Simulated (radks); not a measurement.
Values are calculated unless marked as measured or tabulated.
Question: Ionisation of Ge, [Ar] 3d10 4s2 4p2, to Ge+, [Ar] 3d10 4s2 4p1, under several functionals. Dirac Kohn-Sham, spin-unpolarised, spherical densities, point nucleus; open shells fill j = l - 1/2 first; a radial shooting solver on a logarithmic mesh with Libxc functionals. The NIST Atomic Spectra Database gives 7.899 eV (measured). Rank these functionals by the error of their Delta-SCF ionisation energy: SOGGA; XLYP; RPBE; LDA (Slater exchange, Perdew-Zunger correlation); PBEsol; BLYP; B86b exchange with PBE correlation; LDA (Slater exchange, VWN5 correlation); exchange-only PBE.

Answer: From best to worst: LDA (Slater exchange, Perdew-Zunger correlation) 7.728 eV (-0.171); LDA (Slater exchange, VWN5 correlation) 7.722 eV (-0.177); B86b exchange with PBE correlation 7.554 eV (-0.346); PBEsol 7.542 eV (-0.357); XLYP 7.480 eV (-0.419); RPBE 7.479 eV (-0.421); BLYP 7.453 eV (-0.446); SOGGA 7.444 eV (-0.456); exchange-only PBE 6.805 eV (-1.095). Spin polarisation and multiplet splitting are left out, so open shells lie too high by an amount that depends on their filling.

Beside tabulated values, note that spin-unpolarised runs miss the spin-polarisation part of the exchange energy of open shells.
